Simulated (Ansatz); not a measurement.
`FB(Cl)Cl` and `FB(Cl)[SeH]` differ in one atom or group.

Ansatz, PBE0-D4/def2-TZVP geometries, multiplicity 1. Each molecule was computed in one conformer, which needn't be the lowest.

Scalar relativity is left out up to krypton.

```csv
property,`FB(Cl)Cl`
HOMO energy (PBE/def2-TZVPP) / eV,-7.95
size of the dipole moment (B3LYP/def2-TZVPP) / D,0.31
HOMO energy (ωB97M-V/def2-TZVPP) / eV,-11.69
"ideal-gas entropy at 298 K and 1 bar (rigid rotor, harmonic PBE0-D4/def2-TZVP) / J/(mol·K)",287
LUMO energy (PBE/def2-TZVPP) / eV,-2.01
HOMO–LUMO gap (B3LYP/def2-TZVPP) / eV,7.90
```

(1) What does the change do to each property? (Best estimate.)

## Answers

(1) Ansatz gave: 
```tsv
property	`FB(Cl)[SeH]`	shift
HOMO energy (PBE/def2-TZVPP) / eV	-6.69	1.26
size of the dipole moment (B3LYP/def2-TZVPP) / D	1.17	0.86
HOMO energy (ωB97M-V/def2-TZVPP) / eV	-9.97	1.72
ideal-gas entropy at 298 K and 1 bar (rigid rotor, harmonic PBE0-D4/def2-TZVP) / J/(mol·K)	313	26
LUMO energy (PBE/def2-TZVPP) / eV	-1.73	0.28
HOMO–LUMO gap (B3LYP/def2-TZVPP) / eV	6.61	-1.29
```

With PBE0 the HOMO rises by 1.58 eV and the LUMO rises by 0.22 eV, so the gap narrows by about 1.36 eV. PBE moves the HOMO by 1.26 eV and ωB97M-V by 1.72 eV. The zero-point energy changes by 19.2 kJ/mol with +3 modes. Dipoles are sizes alone; their direction can turn.

B3LYP here is the variant with VWN-RPA as its local correlation; programs differ in this.

Spin–orbit coupling is left out; it splits and shifts lone-pair levels of the heavy atoms by tenths of an eV.
